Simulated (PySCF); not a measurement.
BrCs, charge -1, doublet, at the geometry of the source list (a state made from the parent by changing its charge; the spin is typed, not shown lowest) (core potentials on Cs) (in this run its highest filled SCF level lies above zero, so its values depend strongly on the basis, on diffuse functions most of all). Base run: PySCF with B3LYP/def2-SVP.

Input for PySCF:
```python
from pyscf import gto, scf, dft

mol = gto.M(
    atom='''
Cs   -1.02520000   -0.71830000   -0.87230000
Br    1.02520000    0.71830000    0.87230000
''',
    basis='def2-svp',
    ecp={'Cs': 'def2-svp'},
    charge=-1,
    spin=1,
    verbose=4,
)

mf = dft.UKS(mol)
mf.xc = 'b3lyp'
mf.kernel()
mf.analyze()
```

The base run was repeated with changes; each row names its change, and settings that it needs were set with it.

```json
[
 {"change": "base", "basis functions": "56", "E (Eh)": "-2594.13381", "HOMO (eV)": "0.59"},
 {"change": "basis = jorge-DZP-DKH; relativity = none (without ecp={'Cs': 'def2-svp'})", "basis functions": "84", "E (Eh)": "-10011.74551", "HOMO (eV)": "0.48"},
 {"change": "basis = jorge-DZP-DKH; relativity = spin-free X2C; nucleus = Gaussian (with nucmod='G'; without ecp={'Cs': 'def2-svp'})", "basis functions": "84", "E (Eh)": "-10390.10865", "HOMO (eV)": "0.47"},
 {"change": "basis = x2c-TZVPall; relativity = spin-free X2C (without ecp={'Cs': 'def2-svp'})", "basis functions": "117", "E (Eh)": "-10392.88443", "HOMO (eV)": "0.75"},
 {"change": "basis = x2c-TZVPall; relativity = spin-free X2C; nucleus = Gaussian (with nucmod='G'; without ecp={'Cs': 'def2-svp'})", "basis functions": "117", "E (Eh)": "-10392.60385", "HOMO (eV)": "0.75"},
 {"change": "basis = x2c-TZVPall; relativity = none (without ecp={'Cs': 'def2-svp'})", "basis functions": "117", "E (Eh)": "-10015.07695", "HOMO (eV)": "0.82"},
 {"change": "basis = Sapporo-DKH3-DZP-2012; relativity = spin-free X2C; nucleus = Gaussian (with nucmod='G'; without ecp={'Cs': 'def2-svp'})", "basis functions": "84", "E (Eh)": "-10392.15289", "HOMO (eV)": "0.65"},
 {"change": "basis = jorge-DZP-DKH; relativity = spin-free X2C (without ecp={'Cs': 'def2-svp'})", "basis functions": "84", "E (Eh)": "-10390.38270", "HOMO (eV)": "0.47"},
 {"change": "basis = Sapporo-DKH3-DZP-2012; relativity = none (without ecp={'Cs': 'def2-svp'})", "basis functions": "84", "E (Eh)": "-9814.71916", "HOMO (eV)": "0.77"},
 {"change": "basis = Sapporo-DKH3-DZP-2012; relativity = spin-free X2C (without ecp={'Cs': 'def2-svp'})", "basis functions": "84", "E (Eh)": "-10392.44256", "HOMO (eV)": "0.65"}
]
```

Totals shift with the method and basis; they matter in differences.

Open shells are given as the SCF converged; they aren't shown to be the lowest states, and a large step between rows can be another state.

Basis sets contracted for a relativistic Hamiltonian are a mismatch without it, so the rows without relativity aren't non-relativistic limits. No row has spin-orbit coupling; sets with core potentials leave out the core electrons.
